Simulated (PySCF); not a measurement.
Na, charge -1, singlet (in this run its highest filled SCF level lies above zero, so its values depend strongly on the basis, on diffuse functions most of all). Base run: B3LYP/cc-pVDZ run with PySCF.

PySCF was given this input:
```python
from pyscf import gto, scf, dft

mol = gto.Mole()
mol.atom = '''
    Na    0.00000000    0.00000000    0.00000000
'''
mol.basis = 'cc-pvdz'
mol.charge = -1
mol.verbose = 4
mol.build()

mf = dft.RKS(mol)
mf.xc = 'b3lyp'
mf.kernel()
```

Variants of this job, named by their change:

| change | ΔE vs base (mEh) | SCF cycles |
|---|---|---|
| base | 0.000 | 5 |
| init_guess = sap | 0.000 | 5 |
| conv_tol = 1e-4 | 0.000 | 4 |
| level_shift = 0.1 (with mf.max_cycle = 100) | 0.000 | 11 |
| diis_space = 12 | 0.000 | 5 |
| solver = newton; init_guess = 1e | 0.000 | - |
| solver = newton | 0.000 | - |
| diis = off; damp = 0.3 (with mf.diis_start_cycle = 200; with mf.max_cycle = 150) | 0.000 | 8 |
| conv_tol = 1e-7 | 0.000 | 5 |
| DIIS = ADIIS | 0.000 | 8 |
| diis_space = 20 | 0.000 | 5 |
| init_guess = atom | 0.000 | 5 |
| diis_space = 2 | 0.000 | 6 |
